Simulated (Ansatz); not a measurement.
Ansatz (an electronic-structure program) input (CCSD(T)/def2-SVPD):

Ansatz 0.2 input:
```yaml
crystal:
  periodic: [false, false, false]
  atoms:
    - {symbol: Ge, position_ang: [0.00040522, -0.00202303, 0.78345312]}
    - {symbol: Cl, position_ang: [1.18921371, 1.36574987, -0.73446121]}
    - {symbol: Cl, position_ang: [-1.18997648, -1.36194181, -0.74027408]}
basis:
  gaussian:
    orbitals: def2-SVPD
total_charge: -1
magnetization: {spin_polarized: true, initial_magnetization: 1}
correlation: {method: ccsd_t, electrons: outside_noble_gas}
output: {forces: true}
```

Output:

```
Functional definition: HF
integrals: 0.16 GiB planned
856 factors; integrals over basis functions are off by at most 3.0e-4 eV
mean field: 0.55 GiB planned
mean field evaluation 1: about -81469.0512 eV, gradient 9.5e0 eV
mean field evaluation 2: about -81469.0810 eV, gradient 9.5e0 eV
mean field evaluation 4: about -81469.8692 eV, gradient 1.4e0 eV
mean field evaluation 8: about -81469.9099 eV, gradient 4.9e-3 eV
mean field evaluation 16: about -81469.8475 eV, gradient 1.4e0 eV
mean field evaluation 32: about -81467.5409 eV, gradient 2.0e-1 eV
mean field evaluation 64: about -81466.7844 eV, gradient 3.0e0 eV
mean field -81469.90992543 eV, -2993.9639674712 hartree, gradient 4.0e-6 eV, S^2 0.771512; 2 other end points of the search recorded, 0 dependent functions left out
determinant -81469.90992543 eV, -2993.9639674712 hartree, with singles and doubles -81480.82668224 eV, -2994.3651508842 hartree
determinant -81467.54419021 eV, -2993.8770283056 hartree, with singles and doubles -81478.74817121 eV, -2994.2887670129 hartree
determinant -81467.43799742 eV, -2993.8731257924 hartree, with singles and doubles -81478.60456731 eV, -2994.2834896669 hartree
24 core orbitals not correlated
reference -81469.90992543 eV, -2993.9639674712 hartree; 10, 9 occupied and 58, 59 virtual orbitals, 856 factors
densities: 0.55 GiB planned
second order -10.01812814 eV of doubles, -0.00000000 eV of singles
coupled cluster: 0.41 GiB planned
cycle   1  -10.91735332 eV  change   -6.0e-4 eV  update   8.5e-4
cycle   2  -10.91747080 eV  change   -1.2e-4 eV  update   5.6e-4
cycle   3  -10.91755210 eV  change   -8.1e-5 eV  update   3.1e-4
cycle   4  -10.91753027 eV  change    2.2e-5 eV  update   7.5e-5
cycle   5  -10.91759252 eV  change   -6.2e-5 eV  update   2.7e-5
cycle   6  -10.91763200 eV  change   -3.9e-5 eV  update   8.2e-6
cycle   7  -10.91763363 eV  change   -1.6e-6 eV  update   3.4e-6
cycle   8  -10.91762978 eV  change    3.8e-6 eV  update   1.5e-6
cycle   9  -10.91762929 eV  change    4.9e-7 eV  update   4.4e-7
perturbative correction -0.34600468 eV, -0.0127154376 hartree
the calculation of the forces begins
Total energy: -81481.17355941 eV, -2994.3778983850 hartree
Atom 0 at     0.000405    -0.002023     0.783453 Å, force     0.000189    -0.000944     0.365727 eV/Å
Atom 1 at     1.189214     1.365750    -0.734461 Å, force     0.094397     0.108804    -0.182632 eV/Å
Atom 2 at    -1.189976    -1.361942    -0.740274 Å, force    -0.094586    -0.107860    -0.183094 eV/Å
Dipole moment:     0.000201    -0.001003     0.388324 e Å
```
